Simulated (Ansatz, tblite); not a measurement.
Forces on CuSe5 at its PBE-D4/def2-SVP geometry. Total charge 0; doublet.

The xTB rows come from tblite. Another isomer (doublet) lies 0.18 eV lower at PBE0-D4/def2-SVP; other spin states weren't run for this one.

GFN1-xTB (tblite), largest force 1.31 eV/Å:

```xyz
6
positions Å, forces eV/Å
Cu   -0.514   -0.127   -1.035    0.036   -0.137    0.170
Se    1.911    0.426   -0.407   -0.522   -0.451    0.472
Se    1.288   -1.527   -1.570   -0.146    0.661    0.453
Se    0.956    0.386    1.834   -0.488    0.221   -1.196
Se   -2.495   -0.452    0.177    0.700    0.427    0.064
Se   -1.146    1.295    1.002    0.420   -0.721    0.037
```

GFN2-xTB (tblite), largest force 0.64 eV/Å:

```
Cu -0.156 -0.126 -0.254
Se 0.090 -0.500 0.030
Se 0.170 0.500 0.362
Se -0.243 0.092 -0.585
Se 0.389 0.440 0.261
Se -0.250 -0.406 0.186
```

PBE-D4/def2-SVP (Ansatz), largest force 0.01 eV/Å:

```
Cu -0.003 0.008 -0.002
Se 0.007 0.004 -0.002
Se -0.001 -0.011 -0.003
Se 0.004 -0.001 0.006
Se 0.000 -0.006 -0.002
Se -0.007 0.006 0.003
```
